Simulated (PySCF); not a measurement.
Electronic structure of P (phosphorus, neutral) at the UHF level

Configuration: [Ne] 3s2 3p3, high-spin 4S determinant. Computed with PySCF 2.14 in aug-cc-pwCVTZ, with the non-relativistic Hamiltonian (point nucleus).

- Total energy: -340.716611 hartree
- One-electron energy: -471.4944 hartree
- Hartree (Coulomb) energy: 153.4190 hartree
- Exchange energy: -22.6412 hartree
- Kinetic energy: 340.71130 hartree
- ⟨S²⟩: 3.7507
- ⟨L²⟩: 0.000
- Sum of ⟨r⟩: 14.98 bohr
- Sum of ⟨r²⟩: 30.31 bohr²
- Density at the nucleus (Gaussians lack the cusp): 2150 bohr⁻³
- Spin density at the nucleus: -0.159 bohr⁻³
- Langevin diamagnetic susceptibility: -24.0 ×10⁻⁶ cm³/mol

```csv
shell,electrons,mean orbital energy (eV),"rms radius, mean of both spins (bohr)"
1s α,1,-2176.4,0.120
1s β,1,-2175.8,0.120
2s α,1,-204.69,0.562
2s β,1,-204.09,0.562
2p α,3,-147.54,0.540
2p β,3,-146.40,0.540
3s α,1,-22.763,2.09
3s β,1,-15.149,2.09
3p α,3,-10.673,2.53
```

Spin-orbit constants ζ (cm⁻¹) from the X2C one-electron operator on these orbitals (non-relativistic here): bare nucleus, nucleus screened by l(l+1)(2l+1)/3 electrons, and screened by the Breit-Pauli mean field of the electrons.

```tsv
shell	bare	screened nucleus	mean field
2p	5399	4679	4350
3p	286.2	248.1	226.1
```
